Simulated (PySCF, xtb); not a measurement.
C₃H₃NO₃S, SMILES C(/C=C/S(=O)(O)=O)#N.

Geometry: PBE0-D3(BJ)/def2-SVP. The values are those of a single conformer.

These are C-PCM-PBE0/def2-SVP (PySCF 2.14.0) values and carry that method's errors.

The values are the electrostatic part of the solvation free energy, E(continuum) − E(gas) at the gas-phase geometry, in a cavity of scaled van der Waals radii (PySCF's table); cavitation and dispersion terms are not included. In vacuum the orbital gap is 6.25 eV. The dipole moment in vacuum is 2.70 D.

```tsv
solvent	ε	ΔG(elec) (kcal/mol)	dipole (D)	gap (eV)
water	78.36	-12.6	3.52	6.34
n-hexane	1.88	?	?	?
2-propanol	19.26	-12.0	3.48	6.33
```

Question: What belongs in the gaps? (An estimate is asked for; the answer gives what the named calculation found.)

Answer: 
- n-hexane, ΔG(elec) (kcal/mol): -5.5
- n-hexane, dipole (D): 3.04
- n-hexane, gap (eV): 6.29

For comparison, GFN2-xTB/ALPB(water) (xtb, at the GFN2-xTB geometry, all terms of that model) gives -18.3 kcal/mol.
